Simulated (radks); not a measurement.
The numbers below are computed, except where a source is named.
Fractional charge and spin in the 5p shell of cerium: the spin-up occupation runs from 2 to 3 and the spin-down occupation from 2 to 3; the fullest corner is Ce+, [Kr] 4d10 4f(up 0.5, down 0.5) 5s2 5d(up 1, down 1) 5p(up 3, down 3). Code: a radial shooting solver on a logarithmic mesh with Libxc functionals. Model: scalar-relativistic Kohn-Sham, PBE, spin-polarised, spherical densities, finite nucleus; Fermi nuclear charge, rms radius of each element as measured or else 0.836 A^(1/3) + 0.57 fm. Energy (eV) above the fullest corner. The planes named below are the two flat planes that join the four corners, with an edge along up + down = one added electron.

down \ up       2    2.25     2.5    2.75       3
2          75.558  63.643  52.433  41.918  32.084
2.25       63.643  52.485  42.020  32.235  23.115
2.5        52.433  42.020  32.285  23.214  14.791
2.75       41.918  32.235  23.214  14.839   7.093
3          32.084  23.115  14.791   7.093   0.000

Corners above the fullest one (they belong to Ce2+ and the next ion): (up 3, down 2) 32.084 eV, (up 2, down 3) 32.084 eV, (up 2, down 2) 75.558 eV. With half an added electron in each spin the energy lies 0.201 eV from the planes, and with half an added electron in spin up alone -1.388 eV. The planes are only a guide here: the flat-plane condition holds for ground states with one frontier orbital, while this shell lies below other occupied shells, so the corners above the fullest one are inner-hole states and not the ground states of those ions.
